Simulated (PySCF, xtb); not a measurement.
germanium monoxide (GeO), SMILES [O]=[Ge] (connectivity only; charge and spin as stated), neutral, multiplicity 1.

xtb 6.7.1 with GFN2-xTB at its own geometry gives an orbital gap of 4.78 eV and a dipole moment of 4.56 D.

Geometry optimised at B3LYP-D3(BJ)/def2-TZVPD.

### Question
What does PBE0/def2-TZVPD in PySCF give? (An estimate is asked for; the answer gives what the named calculation found.)

### Answer
gap 6.42 eV (levels -8.55 and -2.14 eV), dipole 3.48 D.
